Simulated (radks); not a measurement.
All-electron atom: V in [Ar] 3d3 4s2. All-electron calculation, scalar-relativistic Kohn-Sham, PBEsol, spin-polarised, spherical densities, finite nucleus; open shells are filled with parallel spins first; Fermi nuclear charge, rms radius 3.6002 fm. Program: a radial shooting solver on a logarithmic mesh with Libxc functionals.

Radial electron density D(r) = 4 pi r^2 rho(r):

| r (bohr) | D(r) (e/bohr) | spin D(r) |
|---|---|---|
| 0.005855 | 2.866 | 0.0000323 |
| 0.006762 | 3.652 | 0.0000406 |
| 0.007747 | 4.563 | 0.0000499 |
| 0.008947 | 5.736 | 0.0000613 |
| 0.01033 | 7.150 | 0.0000739 |
| 0.01184 | 8.725 | 0.0000863 |
| 0.01367 | 10.66 | 0.0000983 |
| 0.01566 | 12.72 | 0.000106 |
| 0.01809 | 15.12 | 0.000107 |
| 0.02089 | 17.68 | 0.0000923 |
| 0.02394 | 20.13 | 0.0000550 |
| 0.02764 | 22.61 | -0.0000241 |
| 0.03167 | 24.67 | -0.000155 |
| 0.03658 | 26.34 | -0.000378 |
| 0.04224 | 27.28 | -0.000719 |
| 0.04839 | 27.38 | -0.00118 |
| 0.05589 | 26.63 | -0.00182 |
| 0.06403 | 25.25 | -0.00255 |
| 0.07395 | 23.43 | -0.00335 |
| 0.0854 | 21.75 | -0.00388 |
| 0.09784 | 20.82 | -0.00362 |
| 0.113 | 20.99 | -0.00148 |
| 0.1295 | 22.38 | 0.00394 |
| 0.1495 | 24.85 | 0.0161 |
| 0.1727 | 27.57 | 0.0392 |
| 0.1978 | 29.39 | 0.0765 |
| 0.2285 | 29.52 | 0.140 |
| 0.2638 | 27.28 | 0.237 |
| 0.3023 | 23.23 | 0.368 |
| 0.3491 | 17.92 | 0.555 |
| 0.4 | 13.29 | 0.779 |
| 0.4619 | 10.06 | 1.06 |
| 0.5335 | 9.084 | 1.37 |
| 0.6112 | 9.780 | 1.65 |
| 0.7058 | 11.08 | 1.89 |
| 0.8087 | 11.73 | 2.02 |
| 0.9339 | 11.16 | 2.03 |
| 1.079 | 9.374 | 1.92 |
| 1.236 | 7.132 | 1.71 |
| 1.427 | 4.854 | 1.44 |
| 1.635 | 3.202 | 1.16 |
| 1.888 | 2.089 | 0.878 |
| 2.181 | 1.487 | 0.629 |
| 2.498 | 1.188 | 0.430 |
| 2.885 | 0.9755 | 0.259 |
| 3.306 | 0.7854 | 0.138 |
| 3.818 | 0.5726 | 0.0526 |
| 4.409 | 0.3690 | 0.00757 |
| 5.051 | 0.2134 | -0.00845 |
| 5.833 | 0.1028 | -0.0102 |
| 6.683 | 0.04438 | -0.00698 |
| 7.718 | 0.01528 | -0.00339 |
| 8.914 | 0.004257 | -0.00124 |
| 10.21 | 0.001021 | -0.000365 |
| 11.79 | 0.0001736 | -0.0000745 |

D(r) has 3 maxima, at r = 0.0461, 0.214, 0.822 bohr, and minima at 0.103, 0.529 bohr, inside which lie 2.13, 10.47 electrons.
